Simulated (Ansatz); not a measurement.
Gas-phase electronic energies from Ansatz, PBE0-D4/def2-TZVP geometries. CCSD(T)/CBS is the MP2 limit (def2-TZVPP, def2-QZVPP) plus CCSD(T) − MP2 in def2-TZVPP, frozen cores. This one scheme is used for every species. DFT in def2-TZVPP. One conformer a species, not always the lowest.

`CC1(F)[SiH2][SiH2]1` + H₂O → `CC1(O)[SiH2][SiH2]1` + H–F  (formal hydrolysis of a C–F bond)

```
             level  ΔE (eV)
           ωB97M-V     0.01
            B2PLYP     0.00
SCS-MP2/def2-TZVPP    -0.07
SCS-MP2/def2-QZVPP    -0.06
```

Q: What does CCSD(T)/CBS give? (Estimate.)

A: Ansatz gave: -0.05 eV. The listed levels differ from it by 0.06, 0.05, -0.02, -0.01 eV.

Largest T1 diagnostic among the species: 0.013.

The D4 term adds −0.05 eV with B3LYP and −0.03 eV with PBE0; it sums over pairs of atoms, weighted by their polarisabilities, and B3LYP, whose exchange is more repulsive, gets the larger term. In def2-TZVPP, CCSD(T) changes the Hartree–Fock value by −0.13 eV (the triples alone add −0.02 eV) and MP2 by −0.19 eV.

B3LYP here is the variant with VWN-RPA as its local correlation; programs differ in this.
